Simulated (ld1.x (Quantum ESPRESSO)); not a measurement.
## Ga (Z = 31), PAW: configuration errors across variants

gallium (Ga), PAW, made with ld1.x (Quantum ESPRESSO) 7.5 (PBE, fully relativistic). Core [Ar], reference 3d10 4s2 4p0 (charge +1). Waves: 4s (bound): rcut 1.50, rcutus 1.70 bohr; 4s channel at 0.9 Ry: rcut 1.50, rcutus 1.70 bohr; 4p (bound, empty): rcut 2.10, rcutus 2.95 bohr; 4p channel at 2.95 Ry: rcut 2.10, rcutus 2.95 bohr; 3d (bound): rcut 1.00, rcutus 1.35 bohr; 3d channel at -1 Ry: rcut 1.00, rcutus 1.35 bohr. Local part: all-electron potential smoothed inside 1.75 bohr (lloc = -1). Core correction: Bessel-smoothed model core inside 0.65 bohr. Augmentation charge: PSQ, inside the norm-conserving radii.

Open shells are filled in proportion to 2j + 1 (rel_dist='average').

All-electron excitation energies from the reference (eV): (1) 3d10 4s2 4p1 -5.690; (2) 3d10 4s1 4p0 21.128; (3) 3d10 4s0 4p0 52.400; (4) 3d10 4s2 4p1.3 -6.224; (5) 3d9 4s2 4p2 14.622; (6) 3d10 4s2 4p0.5 -3.659; (7) 3d10 4s0 4p3 7.677.

Errors AE − PS in meV (a dash: test not solved or not reliable):

```csv
change,(1),(2),(3),(4),(5),(6),(7),bound ghosts
base,+1.2,-1.6,-9.4,+2.1,-206,+0.2,-0.3,not determined
"wave 4p channel at 2.95 Ry: rcut 2.10, rcutus 2.95 bohr becomes 4p channel at -0.5 Ry: rcut 2.10, rcutus 2.95 bohr",0.0,-1.6,-9.4,-0.1,-184,-0.1,+0.2,not determined
"wave 4p channel at 2.95 Ry: rcut 2.10, rcutus 2.95 bohr becomes 4p channel at -0.36 Ry: rcut 2.10, rcutus 2.95 bohr",0.0,-1.6,-9.4,-0.1,-184,-0.1,+0.3,not determined
"wave 4p channel at 2.95 Ry: rcut 2.10, rcutus 2.95 bohr becomes 4p channel at -0.19 Ry: rcut 2.10, rcutus 2.95 bohr",0.0,-1.6,-9.4,0.0,-185,-0.1,+0.4,not determined
"wave 4p channel at 2.95 Ry: rcut 2.10, rcutus 2.95 bohr becomes 4p channel at 0.03 Ry: rcut 2.10, rcutus 2.95 bohr",0.0,-1.6,-9.4,0.0,-183,-0.1,+0.7,not determined
"wave 4p channel at 2.95 Ry: rcut 2.10, rcutus 2.95 bohr becomes 4p channel at 0.52 Ry: rcut 2.10, rcutus 2.95 bohr",-0.1,-1.6,-9.4,-0.3,-223,-0.1,-5.6,not determined
"wave 4p channel at 2.95 Ry: rcut 2.10, rcutus 2.95 bohr becomes 4p channel at 1.27 Ry: rcut 2.10, rcutus 2.95 bohr",-0.2,-1.6,-9.4,-0.3,-198,-0.1,-2.0,not determined
"wave 4p channel at 2.95 Ry: rcut 2.10, rcutus 2.95 bohr becomes 4p channel at 2.03 Ry: rcut 2.10, rcutus 2.95 bohr",-1.8,-1.6,-9.4,-3.3,-212,-0.2,-6.7,not determined
"wave 4p channel at 2.95 Ry: rcut 2.10, rcutus 2.95 bohr becomes 4p channel at 3.25 Ry: rcut 2.10, rcutus 2.95 bohr",+1.4,-1.6,-9.4,+2.3,-206,+0.2,-0.4,not determined
"wave 4p channel at 2.95 Ry: rcut 2.10, rcutus 2.95 bohr becomes 4p channel at 5.69 Ry: rcut 2.10, rcutus 2.95 bohr",+2.0,-1.6,-9.4,+3.4,-208,+0.3,-0.7,not determined
```

**Question.** Give the same row for: wave 4p channel at 2.95 Ry: rcut 2.10, rcutus 2.95 bohr becomes 4p channel at -0.54 Ry: rcut 2.10, rcutus 2.95 bohr.

**Answer.** 0.0, -1.6, -9.4, -0.1, -183, -0.1, +0.2; bound ghosts: not determined.
